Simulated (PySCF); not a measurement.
**A series of related molecules**

Computed with TDDFT CAM-B3LYP/def2-SVPD circular dichroism and optical rotation, one conformer, gas phase (PySCF 2.14.0). Geometry: GFN2-xTB.

Each molecule in one low-energy conformer. The parent is Cl[Si@@H]1C[Si@@H](Cl)[SiH2][SiH2]O1.

**Question.** How does the specific rotation at 589.3 nm (origin-invariant length gauge) change along this series?
- Cl[Si@@H]1C[Si@@H](Cl)[SiH2][SiH2]O1 (base)
- Cl[Si@@H]1C[Si@H](Cl)[SiH2][SiH2]O1 (diastereomer)

**Answer.** 
| molecule | [α]589 (deg dm⁻¹ (g/mL)⁻¹) | S1 (eV) | R(S1), velocity form (10⁻⁴⁰ esu² cm²) |
| --- | --- | --- | --- |
| Cl[Si@@H]1C[Si@@H](Cl)[SiH2][SiH2]O1 | +28.4 | 5.91 | -5.8 |
| Cl[Si@@H]1C[Si@H](Cl)[SiH2][SiH2]O1 | -87.5 | 5.98 | -42.9 |

The specific rotation at 589.3 nm (origin-invariant length gauge) is lowest for Cl[Si@@H]1C[Si@H](Cl)[SiH2][SiH2]O1 and highest for Cl[Si@@H]1C[Si@@H](Cl)[SiH2][SiH2]O1.
